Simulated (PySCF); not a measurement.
Simulation results for H2O2Si

All values are calculated (PySCF 2.14.0). Calculation on a computer-drawn molecule: vertical ionisation energy to the stated ion spin, frozen-core CCSD(T) at the basis limit and cheaper methods, single-reference cases, UHF for radicals, no spin-orbit; all values are single points at the evaluated structure, the first of each entry, which is the reference or a displaced copy of it and isn't optimised; the reference structure only sets the zero of the energies above reference; triples share is (T) over the correlation energy.

```yaml
- formula: H2O2Si
  evaluated_structure:
    atoms_angstrom:
      - [O, -2.6786, 0.1304, -0.2118]
      - [Si, -2.648, 0.6881, -1.8104]
      - [O, -1.1441, 0.3721, -2.3089]
      - [H, -1.9393, -0.2975, 0.1844]
      - [H, -0.475, -0.0928, -1.7496]
  reference_structure:
    atoms_angstrom:
      - [O, -2.6486, 0.1177, -0.203]
      - [Si, -2.6477, 0.6465, -1.7692]
      - [O, -1.1089, 0.3444, -2.2921]
      - [H, -1.9036, -0.2639, 0.2402]
      - [H, -0.425, -0.0461, -1.766]
  given:
    charge: 0
    multiplicity: 1
    ion_multiplicity: 2
    diffuse_functions: "no"
    basis: "cc-pV(n+d)Z"
    reference_is: "the Hartree-Fock double-zeta minimum"
    best_is: "HF at quadruple zeta + MP2 correlation extrapolated from triple and quadruple zeta + CCSD(T) minus MP2 at triple zeta"
    basis_step_is: "the size of the change from the same recipe one zeta lower"
    drawn_bonds_atom: [1, 2, 1, 3]
    drawn_bonds_other_atom: [2, 3, 4, 5]
    drawn_bonds_order: [1, 1, 1, 1]
  results:
    "ionisation_energy_best [eV]": 10.0
    "ionisation_energy_basis_step [eV]": 0.05547
    "energy_above_reference_best [kcal/mol]": 1.4
    "energy_above_reference_basis_step [kcal/mol]": 0.1711
    triple_zeta_method: [HF, PBE, r2SCAN, B3LYP, wB97X, MP2, CCSD, "CCSD(T)"]
    "triple_zeta_ionisation_energy [eV]": [8.757, 9.67, 9.576, 9.866, 9.869, 9.619, 9.807, 9.825]
    "triple_zeta_energy_above_reference [kcal/mol]": [2.346, 0.8475, 1.199, 1.266, 1.445, 1.235, 1.421, 1.258]
    "ionisation_energy_Koopmans_at_triple_zeta [eV]": 9.761
    "ionisation_energy_EOM_CCSD_at_triple_zeta [eV]": 9.898
    "total_energy_HF_triple_zeta [hartree]": -439.9652
    "total_energy_CCSD(T)_triple_zeta [hartree]": -440.5865
    "total_energy_best [hartree]": -440.6848
    T1_diagnostic_at_triple_zeta: 0.01426
    D1_diagnostic_at_triple_zeta: 0.04266
    ion_T1_diagnostic_at_triple_zeta: 0.01794
    ion_D1_diagnostic_at_triple_zeta: 0.05888
    ion_spin_squared_at_triple_zeta: 0.7536
    triples_share_at_triple_zeta: 0.03605
    basis_functions_triple_zeta: 127
    "dipole_magnitude_HF_at_triple_zeta [debye]": 2.937
    "dipole_magnitude_CCSD_unrelaxed_at_triple_zeta [debye]": 2.759
    "dipole_magnitude_PBE_at_triple_zeta [debye]": 2.762
    "dipole_magnitude_r2SCAN_at_triple_zeta [debye]": 2.891
    "dipole_magnitude_B3LYP_at_triple_zeta [debye]": 2.7
    "dipole_magnitude_wB97X_at_triple_zeta [debye]": 2.882
```
